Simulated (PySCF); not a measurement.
C3H8O2Si, SMILES C([SiH2]COC)=O. Atoms are numbered in the order given.

```xyz
14

C      2.9083    -0.3130    -0.1987
O      1.5340    -0.4061     0.0759
C      0.9312     0.8240     0.4225
Si    -0.9026     0.4307     0.7242
C     -1.5689    -0.5228    -0.8241
O     -2.7502    -0.6077    -1.0724
H      3.1112     0.3683    -1.0495
H      3.4767     0.0564     0.6783
H      3.2698    -1.3189    -0.4567
H      1.0380     1.5713    -0.3938
H      1.4071     1.2759     1.3189
H     -1.0529    -0.4575     1.9113
H     -1.6982     1.6752     0.9199
H     -0.8091    -1.0192    -1.4930
```

Geometry optimised at B3LYP-D3(BJ)/def2-SVP. This is a generated structure with no PubChem entry under its InChIKey; it may be hypothetical. Other conformers were not sampled.

The numbers are results of PBE/def2-TZVP in PySCF, not measurements.

ESP charges are fitted to the potential on shells at 1.4 to 2.0 van der Waals radii. Atomic charges (e):

```tsv
atom	Löwdin	Mulliken	ESP fit	IAO
C1	[?]	-0.22	-0.36	-0.21
O2	0.15	-0.25	-0.19	-0.37
C3	-0.47	-0.18	-0.02	-0.34
Si4	[?]	0.21	0.10	0.67
C5	[?]	0.02	0.36	0.01
O6	[?]	-0.20	-0.38	-0.34
H7	[?]	0.11	0.13	0.12
H8	[?]	0.11	0.13	0.12
H9	[?]	0.13	0.17	0.16
H10	0.12	0.10	0.07	0.13
H11	0.12	0.11	0.08	0.13
H12	-0.01	-0.01	-0.03	-0.09
H13	-0.02	-0.02	-0.04	-0.10
H14	0.10	0.08	0.00	0.10
```

Task: Some entries are withheld; supply them. (An estimate is asked for; the answer gives what the named calculation found.)

Result: 
- C1, Löwdin: -0.38
- Si4, Löwdin: 0.32
- C5, Löwdin: -0.40
- O6, Löwdin: 0.14
- H7, Löwdin: 0.10
- H8, Löwdin: 0.10
- H9, Löwdin: 0.12

Computed Mayer and Wiberg (Löwdin basis) orders of the bonds:
| bond | Mayer | Wiberg |
|---|---|---|
| C1–O2 | 1.01 | 1.54 |
| O2–C3 | 0.97 | 1.49 |
| C3–Si4 | 0.96 | 1.13 |
| Si4–C5 | 0.93 | 1.09 |
| C5–O6 | 2.08 | 2.82 |
| C1–H7 | 0.96 | 0.93 |
| C1–H8 | 0.96 | 0.93 |
| C1–H9 | 0.96 | 0.93 |
| C3–H10 | 0.92 | 0.87 |
| C3–H11 | 0.93 | 0.87 |
| Si4–H12 | 0.93 | 0.91 |
| Si4–H13 | 0.93 | 0.91 |
| C5–H14 | 0.88 | 0.89 |
